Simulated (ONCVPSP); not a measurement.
**What one change does to a pseudopotential (vanadium (V), ONCV)**

ONCVPSP 4.0.1 input, shortened (lines: element, Z, core and valence counts, functional; n l f; lmax; l rc ep ncon nbas qcut; lloc lpopt rc5 dvloc0; l nproj debl; icmod fcfact rcfact), PBEsol, scalar-relativistic:

```
  V 23.00    4    3  -116133      upf
    1    0    2.00
    2    0    2.00
    2    1    6.00
    3    0    2.00
    3    1    6.00
    3    2    3.00
    4    0    1.50
    2
    0    2.70    0.00    4    8    3.10
    1    1.40    0.00    3    6    9.50
    2    1.10    0.00    4    8    9.40
    4    5    1.10    6.00
    0    2    1.80
    1    2    2.10
    2    2    2.60
    1    0.25    0.00
```

All-electron outer shells of the reference configuration (PBEsol, scalar-relativistic, ld1.x):

```json
{"shell": "3s", "level (eV)": "-73.66", "outermost node (bohr)": "0.38", "outermost maximum (bohr)": "0.82"}
{"shell": "3p", "level (eV)": "-47.58", "outermost node (bohr)": "0.35", "outermost maximum (bohr)": "0.84"}
{"shell": "3d", "level (eV)": "-8.76", "outermost node (bohr)": "–", "outermost maximum (bohr)": "0.90"}
{"shell": "4s", "level (eV)": "-7.72", "outermost node (bohr)": "1.17", "outermost maximum (bohr)": "2.69"}
```

Change: local potential polynomial inside 1.10 bohr (lpopt 5, dvloc0 3.5 Ha).

Cutoffs: the cutoffs (Ha) at which the residual kinetic energy of the hardest occupied pseudo-wave falls to 1 and 0.1 mHa per electron; they do not see the model core or the augmentation charge, which bear on the density cutoff. Errors are all-electron minus pseudo energies relative to the spin-unpolarised reference configuration.

Problem. Predict the effect on cutoff, ghosts and configuration errors.

Solution. The potential gets neither clearly harder nor softer (119 Ha and 195 Ha → 119 Ha and 195 Ha); a bound ghost appears in s, which as a rule spoils a file; the lowest positive-energy flag moves from s at 12.6 eV to none; the errors of the 4 common tests hardly move. In the separable form a ghost depends on how the local part lies against the semilocal potential of the channel, so the choice of the local part can create or remove one.

| quantity | base | changed |
| --- | --- | --- |
| cutoff, loose | 119 Ha | 119 Ha |
| cutoff, tight | 195 Ha | 195 Ha |
| bound ghosts | none | s |
| GHOST(+) flags under 300 eV | s at 12.6 eV | none |
| error for 3p6 3d3 4s2, meV [ΔE -3.10 eV] | -0.9 | -1.1 |
| error for 3p6 3d3 4s1, meV [ΔE 4.65 eV] | -2.3 | -2.4 |
| error for 3p6 3d3 4s0, meV [ΔE 18.85 eV] | -28 | -28 |
| error for 3p6 3d1 4s0, meV [ΔE 93.53 eV] | +164 | +164 |
| s: phases at 2.74 bohr within 0.05 rad from the reference energy up to (Ha; the scan ends near 5) | n/a | n/a |
| p: phases at 1.43 bohr within 0.05 rad from the reference energy up to (Ha; the scan ends near 5) | to the end of the scan | to the end of the scan |
| d: phases at 1.12 bohr within 0.05 rad from the reference energy up to (Ha; the scan ends near 5) | to the end of the scan | to the end of the scan |
| rms error of d²Exc/dni dnj with the model core, mHa | 1.14 | 1.14 |

 A true bound ghost makes a file unfit for plane-wave use even where its test errors are small: the radial tests pick states by their node count and pass the ghost by.
